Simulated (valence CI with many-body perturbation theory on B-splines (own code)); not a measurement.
## Level structure of Ho¹⁶⁺

Level of theory: relativistic CI+MBPT: five valence electrons over a frozen Dirac-Fock core [Kr] 4d10, radial functions for each j: 7 s, 7 p, 7 d, 7 f, 4 g, 2 h, with the one-electron correlation potential Σ1, the two-electron term Σ2, the three-electron term Σ3, Breit, model QED; selected CI, second order for the rest, scaled by the run's own slope (own B-spline code, finite nucleus).

No measured levels were compared; by estimate terms of the open shell hold to a few per cent of their energy, and close levels can change places. Core correlation moves these levels by up to 2800 cm⁻¹, and in measured spectra 5 to 20 % of such shifts remained as error; rates that hang on mixing are uncertain with them. Among the levels kept, up to 1100 cm⁻¹ of a level comes from second order outside the variational space, and about a tenth of that is noise between levels of different J, which matters for small intervals. Only levels of the ground parity were solved; by the run's estimate the other parity begins above the list, which can be wrong where configurations are misplaced.

Levels 1 to 45 of 50, with energies above the lowest level, 4f5 6H°_5/2. "Leading %" is the weight of the configuration and term that name the level; weights of strongly mixed levels are sums over their largest components and can fall short. Lifetimes count E1, E2, E3, M1 and M2 decay at the calculated energies, and are blank where another channel may lead or the interval is too uncertain; long ones can be off by a factor of two.

```
No.  Configuration  Term     J  E (cm⁻¹)  Leading %       g  Lifetime  Second component
  1            4f5   6H°   5/2       0.0         90   0.314                 9 % 4f5 4G°
  2            4f5   6H°   7/2      3116         94   0.834    401 ms       6 % 4f5 4G°
  3            4f5   6H°   9/2      6484         96   1.069    251 ms                  
  4            4f5   6H°  11/2      9928         96   1.196    247 ms                  
  5            4f5   6F°   1/2     12959         93  -0.627     953 s       6 % 4f5 4D°
  6            4f5   6F°   3/2     13310         90   1.041    2.14 s       5 % 4f5 4D°
  7            4f5   6H°  13/2     13332         93   1.270    329 ms       5 % 4f5 4I°
  8            4f5   6F°   5/2     14295         85   1.279    516 ms       8 % 4f5 4F°
  9            4f5   6H°  15/2     16592         89   1.316    671 ms      10 % 4f5 4I°
 10            4f5   6F°   7/2     16820         89   1.376    435 ms       7 % 4f5 4F°
 11            4f5   6F°   9/2     20131         92   1.420    381 ms       4 % 4f5 4F°
 12            4f5   6F°  11/2     23777         94   1.442    558 ms       6 % 4f5 4G°
 13            4f5   4G°   5/2     30641         43   0.800   8.65 ms      23 % 4f5 4F°
 14            4f5   4F°   3/2     33659         90   0.453   16.5 ms       6 % 4f5 6F°
 15            4f5   4M°  15/2     34644         61   0.898    116 ms      15 % 4f5 2L°
 16            4f5   4G°   7/2     36768         58   1.064   10.3 ms      24 % 4f5 4F°
 17            4f5   4I°   9/2     37047         89   0.750   21.0 ms       7 % 4f5 2H°
 18            4f5   4I°  11/2     37812         54   0.898   18.4 ms      38 % 4f5 4K°
 19            4f5   4K°  13/2     38138         32   0.966   24.2 ms      29 % 4f5 4I°
 20            4f5   4M°  17/2     40050         78   0.991    172 ms      13 % 4f5 4L°
 21            4f5   4G°   5/2     41581         28   1.154   10.2 ms      16 % 4f5 4P°
 22            4f5   4I°  15/2     42474         32   1.063   17.3 ms      24 % 4f5 4M°
 23            4f5   4G°   9/2     43260         69   1.168   16.0 ms      15 % 4f5 4F°
 24            4f5   4F°   5/2     43866         48   1.233   20.8 ms      15 % 4f5 4P°
 25            4f5   4M°  19/2     44069         84   1.071    370 ms      11 % 4f5 4L°
 26            4f5   4L°  13/2     45792         57   0.931   18.5 ms      38 % 4f5 4I°
 27            4f5   6P°   3/2     46805         53   1.973   42.0 ms      28 % 4f5 4P°
 28            4f5   4D°   1/2     46915         47   0.298   12.2 ms      47 % 4f5 2P°
 29            4f5   4M°  21/2     46930         87   1.128    1.53 s      12 % 4f5 2N°
 30            4f5   4L°  15/2     47078         51   1.033   32.3 ms      17 % 4f5 4I°
 31            4f5   4K°  11/2     47138         55   0.857   20.3 ms      40 % 4f5 4I°
 32            4f5   4F°   7/2     48808         40   1.209   10.4 ms      24 % 4f5 4G°
 33            4f5   4G°  11/2     48860         56   1.199   52.0 ms      35 % 4f5 4H°
 34            4f5   4L°  17/2     49922         52   1.080   74.3 ms      26 % 4f5 4K°
 35            4f5   4K°  13/2     50030         57   0.976   51.1 ms      20 % 4f5 2K°
 36            4f5   4D°   7/2     51579         37   1.390   41.2 ms      30 % 4f5 6P°
 37            4f5   4H°   7/2     51905         69   0.778   16.1 ms      15 % 4f5 2G°
 38            4f5   4F°   9/2     52322         30   1.134   12.6 ms      24 % 4f5 4H°
 39            4f5   4D°   3/2     52758         65   1.451   10.8 ms      22 % 4f5 6P°
 40            4f5   6P°   5/2     53067         51   1.565   17.2 ms      26 % 4f5 4D°
 41            4f5   4K°  17/2     53903         44   1.100   77.5 ms      33 % 4f5 2L°
 42            4f5   4H°   9/2     54916         50   1.023   16.4 ms      21 % 4f5 4G°
 43            4f5   4H°  13/2     54936         78   1.196   24.4 ms      11 % 4f5 4I°
 44            4f5   4K°  15/2     54988         58   1.052   50.8 ms      28 % 4f5 4L°
 45            4f5   4G°  11/2     55795         43   1.171   11.6 ms      37 % 4f5 4H°
```

Names give the largest LS component (configuration and term), which can be under half, so a name can repeat, a term be missing and a line seem to break the LS rules; names also repeat where a configuration has a term twice.

Where two levels of one J and parity lie close, their mixing, g and order are uncertain.

The ionisation energy to 4f4 5I_4 of the next ion comes out as 359.92 eV (NIST: 373 ± 19 eV (theoretical)). All 50 levels together are meant to be complete up to 57872 cm⁻¹.
